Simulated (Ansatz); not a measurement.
## What each rung costs, and what it gives

Saddle point of GeH5SBr, closed shell (GeH₄S ([SH][GeH3]) + HBr → GeH₃Br ([GeH3][Br]) + H₂S; bonds formed: Ge1–Br7, S2–H6; bonds broken: Ge1–S2, H6–Br7), PBE0-D4/def2-TZVP structure:

Ge1  (-0.815, 0.477, -0.228)
S2  (0.529, -1.352, 0.902)
H3  (-0.677, 0.910, -1.689)
H4  (-1.221, 1.475, 0.853)
H5  (-1.923, -0.620, -0.262)
H6  (1.580, -0.443, 0.761)
Br7  (1.725, 1.509, -0.071)
H8  (0.802, -1.957, -0.267)
(Å)

Barriers are electronic and count from the start structure reached by relaxing down the imaginary mode.

Computed with Ansatz 0.2.0 (basis: as named in each row); correlated methods freeze the cores. Filled d shells of the heavier atoms are correlated. The def2 sets are not built for correlating such inner shells, so the correlated values are less sure here. B3LYP uses VWN-RPA correlation. Extrapolation: Hartree–Fock as exp(−7.88 √X), correlation as X^−2.97.

Times are rough, for one single point on 4 threads of a shared host (Arm Neoverse V1).

The estimate by CCSD(T) at an estimated basis limit (MP2 extrapolated from triple and quadruple zeta, plus CCSD(T) − MP2 in triple zeta) is 28.37 kcal/mol.

```tsv
method	basis	time (s)	barrier (kcal/mol)	method less estimate
HF	STO-3G	under 1	47.10	18.73
PBE-D4	STO-3G	under 1	27.36	-1.01
SPW92	def2-SVP	under 1	20.24	-8.14
PBE-D4	def2-SVP	under 1	22.75	-5.63
SPW92	def2-TZVPP	1	19.40	-8.97
PBE0-D4	def2-SVP	2	25.78	-2.59
PBE-D4	def2-TZVPP	2	21.74	-6.63
BLYP-D4	def2-TZVPP	2	23.06	-5.31
B3LYP-D4	6-31G	2	27.00	-1.37
BHLYP-D4	def2-TZVPP	3	27.85	-0.52
CAM-B3LYP-D4	def2-TZVPP	3	28.03	-0.34
B3LYP-D4	def2-TZVPP	4	25.35	-3.03
r2SCAN-D4	def2-TZVPP	4	23.94	-4.43
PBE0-D4	def2-TZVPP	6	24.51	-3.86
PBE-QIDH	def2-TZVPP	6	27.34	-1.03
wB97X-V	def2-TZVPP	7	28.06	-0.31
RPA on PBE	def2-TZVPP	7	29.20	0.83
r2SCAN0-D4	def2-TZVPP	8	25.76	-2.61
B2PLYP	def2-TZVPP	8	27.66	-0.71
wB97M-V	def2-TZVPP	8	26.71	-1.67
wB97M-V	def2-SVP	8	28.01	-0.36
CCSD(T)	def2-SVP	8	31.26	2.88
B97M-V	def2-TZVPP	12	26.75	-1.62
MP2	def2-QZVPP	32	28.41	0.04
CCSD(T)	def2-TZVPP	120	29.57	1.19
```

All methods are single points on the PBE0-D4 structures.

T1 diagnostic: at most 0.012.

Labels in which every atom is bracketed show which atoms are joined, not bond orders.
